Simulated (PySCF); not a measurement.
CH7BClNO2Si, singlet, at a GFN2-xTB geometry, atoms displaced at random by about 0.03 Å a coordinate; HF/STO-3G, gradient (PySCF).

The PySCF input:
```python
from pyscf import gto, scf

mol = gto.M(
    atom='''
Si   -1.380057   -0.151899   -0.174557
Cl   -1.350134    1.322181    1.361502
N     0.199074   -0.844748   -0.185506
C     0.394622   -2.264393   -0.021131
B     1.391067   -0.022912   -0.591730
O     2.647921   -0.602496   -0.660806
O     1.031886    1.297183   -0.892131
H    -1.700943    0.599257   -1.389635
H    -2.250060   -1.111377    0.196508
H     1.430770   -2.478504    0.091050
H    -0.152241   -2.576724    0.906308
H    -0.032991   -2.854029   -0.873509
H     3.313464    0.010718   -0.931501
H     1.846952    1.853039   -1.093902
''',
    basis='sto-3g',
    charge=0,
    spin=0,
    verbose=4,
)

mf = scf.RHF(mol)
mf.conv_tol = 1e-11
mf.kernel()
g = mf.nuc_grad_method()
grad = g.kernel()
```

### Question
Predict the main parts of the log of this PySCF run.

### Answer

```
PySCF version 2.14.0

[INPUT] verbose = 4
[INPUT] num. atoms = 14
[INPUT] num. electrons = 72
[INPUT] charge = 0
[INPUT] spin (= nelec alpha-beta = 2S) = 0
[INPUT] symmetry False subgroup None
[INPUT] Mole.unit = angstrom
[INPUT] Symbol           X                Y                Z      unit          X                Y                Z       unit  Magmom
[INPUT]  1 Si    -1.380057000000  -0.151899000000  -0.174557000000 AA   -2.607929766289  -0.287047508595  -0.329864923126 Bohr   0.0
[INPUT]  2 Cl    -1.350134000000   1.322181000000   1.361502000000 AA   -2.551383491464   2.498559977104   2.572865898048 Bohr   0.0
[INPUT]  3 N      0.199074000000  -0.844748000000  -0.185506000000 AA    0.376195338522  -1.596342364274  -0.350555534464 Bohr   0.0
[INPUT]  4 C      0.394622000000  -2.264393000000  -0.021131000000 AA    0.745727502728  -4.279082608382  -0.039931802738 Bohr   0.0
[INPUT]  5 B      1.391067000000  -0.022912000000  -0.591730000000 AA    2.628735650920  -0.043297404966  -1.118207639689 Bohr   0.0
[INPUT]  6 O      2.647921000000  -0.602496000000  -0.660806000000 AA    5.003845489484  -1.138552431146  -1.248742361469 Bohr   0.0
[INPUT]  7 O      1.031886000000   1.297183000000  -0.892131000000 AA    1.949981931773   2.451320603442  -1.685883257234 Bohr   0.0
[INPUT]  8 H     -1.700943000000   0.599257000000  -1.389635000000 AA   -3.214316423496   1.132431608228  -2.626029563110 Bohr   0.0
[INPUT]  9 H     -2.250060000000  -1.111377000000   0.196508000000 AA   -4.251997163839  -2.100198151141   0.371346301286 Bohr   0.0
[INPUT] 10 H      1.430770000000  -2.478504000000   0.091050000000 AA    2.703763447244  -4.683693758639   0.172059563642 Bohr   0.0
[INPUT] 11 H     -0.152241000000  -2.576724000000   0.906308000000 AA   -0.287693794930  -4.869302658594   1.712673904502 Bohr   0.0
[INPUT] 12 H     -0.032991000000  -2.854029000000  -0.873509000000 AA   -0.062343954576  -5.393333161566  -1.650692777343 Bohr   0.0
[INPUT] 13 H      3.313464000000   0.010718000000  -0.931501000000 AA    6.261539483606   0.020254084603  -1.760281774758 Bohr   0.0
[INPUT] 14 H      1.846952000000   1.853039000000  -1.093902000000 AA    3.490233445218   3.501736208138  -2.067175187114 Bohr   0.0

nuclear repulsion = 446.637923116634
number of shells = 32
number of NR pGTOs = 150
number of NR cGTOs = 50
basis = sto-3g
ecp = {}

******** <class 'pyscf.scf.hf.RHF'> ********
method = RHF
initial guess = minao
damping factor = 0
level_shift factor = 0
DIIS = <class 'pyscf.scf.diis.CDIIS'>
diis_start_cycle = 1
diis_space = 8
diis_damp = 0
SCF conv_tol = 1e-11
SCF conv_tol_grad = None
SCF max_cycles = 50
direct_scf = True
direct_scf_tol = 1e-13
Set gradient conv threshold to 3.16228e-06
Initial guess from minao.
init E= -1008.14791796748
  HOMO = -0.281645034612331  LUMO = 0.161802152726806  gap/eV = 12.06681
cycle= 1 E= -1007.52641022523  delta_E= 0.622  |g|= 0.629  |ddm|=  4.5
  HOMO = -0.234681288074357  LUMO = 0.338460953333751  gap/eV = 15.59599
cycle= 2 E= -1007.67113685184  delta_E= -0.145  |g|= 0.162  |ddm|= 1.07
  HOMO = -0.289026215741778  LUMO = 0.342258475673754  gap/eV = 17.17813
cycle= 3 E= -1007.67978819918  delta_E= -0.00865  |g|= 0.0338  |ddm|= 0.23
  HOMO = -0.285550970768539  LUMO = 0.340207160243079  gap/eV = 17.02775
cycle= 4 E= -1007.68034423485  delta_E= -0.000556  |g|= 0.0064  |ddm|= 0.0718
  HOMO = -0.289118544793461  LUMO = 0.339322381067552  gap/eV = 17.10075
cycle= 5 E= -1007.68036506655  delta_E= -2.08e-05  |g|= 0.00189  |ddm|= 0.0141
  HOMO = -0.288495620621721  LUMO = 0.339474162204361  gap/eV = 17.08793
cycle= 6 E= -1007.68036688431  delta_E= -1.82e-06  |g|= 0.000474  |ddm|= 0.00366
  HOMO = -0.288619771709847  LUMO = 0.339505716772493  gap/eV = 17.09217
cycle= 7 E= -1007.68036705199  delta_E= -1.68e-07  |g|= 9.29e-05  |ddm|= 0.00134
  HOMO = -0.288631193631842  LUMO = 0.339496750037556  gap/eV = 17.09223
cycle= 8 E= -1007.68036705839  delta_E= -6.39e-09  |g|= 2.67e-05  |ddm|= 0.000234
  HOMO = -0.288634019375205  LUMO = 0.339498600961632  gap/eV = 17.09236
cycle= 9 E= -1007.68036705886  delta_E= -4.75e-10  |g|= 6.43e-06  |ddm|= 6.43e-05
  HOMO = -0.288633285204629  LUMO = 0.3394997781582  gap/eV = 17.09237
cycle= 10 E= -1007.6803670589  delta_E= -3.5e-11  |g|= 1.41e-06  |ddm|= 1.94e-05
  HOMO = -0.288633353049262  LUMO = 0.339499873904437  gap/eV = 17.09238
cycle= 11 E= -1007.6803670589  delta_E= -4.09e-12  |g|= 3.38e-07  |ddm|= 4.09e-06
  HOMO = -0.288633310005476  LUMO = 0.339499893469555  gap/eV = 17.09238
Extra cycle  E= -1007.6803670589  delta_E= 4.09e-12  |g|= 1.46e-07  |ddm|= 6.68e-07
converged SCF energy = -1007.6803670589

******** <class 'pyscf.grad.rhf.Gradients'> for <class 'pyscf.scf.hf.RHF'> ********
unit = Eh/Bohr
--------------- RHF gradients ---------------
         x                y                z
0 Si    -0.0441420205    -0.0602035364     0.0129002919
1 Cl     0.0054622281     0.0087419380     0.0073522785
2 N    -0.0557155602    -0.0558772632     0.0348708246
3 C     0.0539892161     0.0292324042    -0.0152088901
4 B     0.0429705500     0.0107814456    -0.0083010255
5 O     0.0626053339     0.0239189701    -0.0170486565
6 O    -0.0393004679     0.0112826625     0.0007775467
7 H    -0.0005623819     0.0154688294    -0.0170510461
8 H     0.0380585835     0.0337988274    -0.0099076083
9 H    -0.0216724689     0.0088107830    -0.0009416520
10 H    -0.0159036740     0.0040202151     0.0197157401
11 H    -0.0127972559    -0.0085874854    -0.0166769797
12 H    -0.0355985594    -0.0360953769     0.0147857385
13 H     0.0226064772     0.0147075866    -0.0052665622
----------------------------------------------
```
